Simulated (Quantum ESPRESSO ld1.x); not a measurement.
The table gives one normalised radial function P(r) = r R(r) of V2+ in [Ar] 3d3 (r in bohr). Method: non-relativistic Kohn-Sham, LDA (Slater exchange, Perdew-Zunger correlation), spin-polarised, spherical densities, point nucleus; open shells are filled with parallel spins first; computed with ld1.x of Quantum ESPRESSO 7.5.

r,P
0.004555,0.0000
0.006581,0.0000
0.009586,0.0001
0.01385,0.0002
0.02001,0.0006
0.02891,0.0016
0.04177,0.0045
0.06036,0.0119
0.0872,0.0301
0.127,0.0721
0.1835,0.1554
0.2651,0.3001
0.3831,0.5054
0.5535,0.7209
0.7997,0.8461
1.155,0.8023
1.683,0.6038
2.431,0.3462
3.513,0.1325
5.076,0.0277

Which n and l does it have? It may be an empty orbital.

Answer. n = 3, l = 2: the number of nodes gives n - l - 1 = 0, the rise at small r (about r^(l+1)) gives l, and the extent must fit the shell. The curve is that of 3d up; the table hardly tells the two spins apart. 3d up: eigenvalue -22.631 eV, 0 radial nodes, <r> = 1.30 bohr, 90 % of the charge inside 2.21 bohr.
